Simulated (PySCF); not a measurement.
## How methods differ on the excitation energy of Hf

Hf [Xe] 4f14 5d2 6s2 (3F) → Hf [Xe] 4f14 5d2 6s1 6p1 (high-spin determinant), as a difference of total energies. Calculation: PySCF 2.14, in x2c-TZVPPall with one added diffuse shell each of s, p, d, f type (12s8p8d4f1g, 113 functions); scalar relativity by spin-free X2C-1e. Correlated levels: valence: [Xe] 4f14 frozen. The calculations carry no spin-orbit coupling.

```
           method  excitation energy (eV)
              UHF                   1.206
    MP2 (valence)                   2.062
SCS-MP2 (valence)                   2.357
   CCSD (valence)                   2.152
CCSD(T) (valence)                   2.191
```

Question: How much does correlation contribute at CCSD(T) (valence)?

Answer: 2.191 − (1.206) = 0.985 eV, measured against UHF.

A first-order spin-orbit estimate (lowest level to lowest level, LS coupling) adds -0.156 eV.

The coupled-cluster amplitudes are large for the upper state (T1 above 0.03 or a double amplitude above 0.15), so a single reference is strained.

The determinant of the upper state mixes LS terms, which raises its energy above the lowest term, most at the Hartree-Fock and MP2 levels.
